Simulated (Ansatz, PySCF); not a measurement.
Conformational energy of H4FGaS, singlet. Scanned: dihedral F4–Ga1–S5–H6; all other coordinates were relaxed at B3LYP-D3(BJ)/def2-SVP.

Atom numbering (GFN2-xTB optimised geometry, Å):
```
7

Ga     0.9923     0.2971    -0.2064
H      1.7109     0.7124     1.0861
H      1.5572    -0.6020    -1.3171
F     -0.1474     1.5026    -0.7951
S     -1.0138    -1.0769     0.6562
H     -1.5245     0.0660     1.1179
H     -1.5748    -0.8990    -0.5415
```

- RHF/cc-pVTZ // B3LYP-D3(BJ)/def2-SVP (Ansatz, a quantum-chemistry and plane-wave program)
- RKS-B3LYP/6-31G* = restricted B3LYP/6-31G*, spherical d // B3LYP-D3(BJ)/def2-SVP in PySCF
- RMP2/3-21G = restricted MP2 (frozen core)/3-21G // B3LYP-D3(BJ)/def2-SVP in PySCF 2.14.0

Energies in kcal/mol, each method relative to its own lowest point.

| φ / ° | RHF/cc-pVTZ | RKS-B3LYP/6-31G* | RMP2/3-21G |
|---|---|---|---|
| -160 | 0.55 | 1.18 | 0.59 |
| -140 | 0.36 | 0.96 | 0.62 |
| -120 | 0.50 | 0.75 | 0.87 |
| -100 | 0.87 | 0.44 | 0.77 |
| -80 | 0.86 | 0.25 | 0.74 |
| -60 | 0.10 | 0.05 | 0.20 |
| -40 | 0.00 | 0.00 | 0.00 |
| -20 | 0.55 | 0.17 | 0.63 |
| 0 | 0.90 | 0.32 | 0.70 |
| 20 | 0.74 | 0.65 | 0.97 |
| 40 | 0.39 | 0.89 | 0.75 |
| 60 | 0.49 | 1.10 | 0.57 |
| 80 | 0.78 | 1.39 | 0.74 |
| 100 | 1.00 | 1.63 | 0.67 |
| 180 | 0.82 | 1.44 | 0.62 |
